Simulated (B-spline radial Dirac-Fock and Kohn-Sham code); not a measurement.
**Dipole and non-dipole photoemission parameters of Cl 3s**

System: neutral chlorine, configuration 1s2 2s2 2p6 3s2 3p5; threshold 24.17 eV (orbital energy of the model). Calculated with a radial atomic solver, using Dirac-Hartree-Slater photoionisation with a Latter tail; cross sections with all multipoles, angular parameters from the dipole term and its interference with E2.

The run's input, task.json:

```json
{"items": [{
  "Z": 17,
  "q": 0,
  "cfg": [[1, 0, 2], [2, 0, 2], [2, 1, 6], [3, 0, 2], [3, 1, 5]],
  "A": 35,
  "rrms": 3.3654,
  "do": "xps",
  "hv": [69.0, 83.7, 89.0, 99.0, 99.3, 105.0, 192.0, 200, 294.0, 400, 600, 627.0, 800, 1253.6, 2100.0, 2160.0, 2190.0, 2420.0, 2480.0, 2730.0, 3400.0, 3570.0, 4000, 5414.7, 5920.0, 6600.0, 8560.0, 11900.0, 13600.0, 15000],
  "edges": {"K": 2822.0, "L1": 270.0, "L2": 202.0, "L3": 200.0}
}]}
```

Run with: `python xray2_run.py task.json out`

```
hν (eV)   σ (kb)      β       γ
     69      374  2.000   0.151
   83.7      321  2.000   0.160
     89      302  2.000   0.159
     99      269  2.000   0.151
   99.3      268  2.000   0.151
    105      251  2.000   0.145
    192      109  2.000   0.038
    200      102  2.000   0.031
    294     54.8  2.000  -0.024
    400     32.2  2.000  -0.039
    600     15.4  2.000  -0.009
    627     14.2  2.000  -0.002
    800     8.89  2.000   0.051
 1253.6     3.58  2.000   0.210
   2100     1.16  2.000   0.494
   2160     1.09  2.000   0.512
   2190        ?      ?       ?
   2420    0.835  2.000   0.590
   2480    0.789  2.000   0.607
   2730    0.629  2.000   0.677
   3400    0.371  2.000   0.849
   3570    0.329  2.000   0.889
   4000    0.248  2.000   0.987
 5414.7    0.115  2.000   1.274
   5920   0.0914  2.000   1.367
   6600   0.0687  2.000   1.486
   8560   0.0342  2.000   1.795
  11900   0.0137  1.999   2.233
  13600  0.00939  1.999   2.428
  15000  0.00710  1.999   2.578
```

Question: Give the values at 2190 eV.

Answer: σ = 1.05 kb, β = 2.000, γ = 0.521. For an s subshell δ is negligible.
